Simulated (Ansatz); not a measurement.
`[NH2][Zn][O][SiH3]` + H₂ → `[SiH3][O][ZnH]` + NH₃ at 500 K and 1 bar (hydrogenolysis of a Zn–N bond).

Computed with Ansatz on PBE0-D4/def2-TZVP structures; ΔE is electronic, products minus reactants. CCSD(T)/CBS adds triple-zeta CCSD(T) − MP2 to the extrapolated MP2 energy (def2 sets, frozen cores). This one scheme is used for every species. For Zn outer-core shells are correlated without core-valence functions, which leaves a few kJ/mol of doubt a bond. Scalar relativity is left out up to krypton. Each species was taken in one conformer, which may not be the lowest.

```tsv
species	CCSD(T)/CBS energy (Eh)	H − E (kJ/mol)	S (J/(mol·K))
`[NH2][Zn][O][SiH3]`	-2200.41345	188.4	436.6
H₂	-1.17544	41.0	145.5
`[SiH3][O][ZnH]`	-2145.08513	128.8	378.5
NH₃	-56.50880	108.2	211.8
```

H − E and S are ideal-gas, rigid-rotor, harmonic terms from PBE0-D4/def2-TZVP, for one conformer and one mirror image of each species. For small species the MP2-based limit differs from directly extrapolated CCSD(T) by up to some mEh (0.8 for H₂); such offsets cancel only in part. 1 Eh = 2625.50 kJ/mol, R = 8.31446 J/(mol·K).

Question: By hand: ΔE, ΔH, ΔS and ΔG.

Answer: ΔE = (-2145.08513) + (-56.50880) − (-2200.41345) − (-1.17544) = -0.00504 Eh = -13.2 kJ/mol. Δ(H − E) = 128.8 + 108.2 − 188.4 − 41.0 = 7.6, so ΔH = -5.6 kJ/mol. ΔS = 378.5 + 211.8 − 436.6 − 145.5 = 8.2 J/(mol·K). ΔG = -5.6 − 500 × (8.2)/1000 = -9.7 kJ/mol.

Question: By hand: the equilibrium constant, and the temperature at which ΔG would vanish if ΔH and ΔS stayed fixed.

Answer: log₁₀ K = −ΔG/(RT ln 10) = 1.0. ΔH and −TΔS have one sign here, so there is no such temperature.

TΔS isn't small against ΔH here. A doubt of 5 kJ/mol in ΔE shifts log₁₀ K by 0.5 here. Other conformers and mirror images would add mixing entropy, several J/(mol·K) or more a flexible species. Modes under 60 cm⁻¹, often nearly free rotors, make the harmonic entropy too high. These are equilibria of isolated gas molecules and say nothing of rates. Largest T1 diagnostic: 0.016 (customary marks: 0.02 for closed shells, 0.045 for open ones).

ΔS is within the doubt of such terms, so its sign, and with it that verdict, could turn.
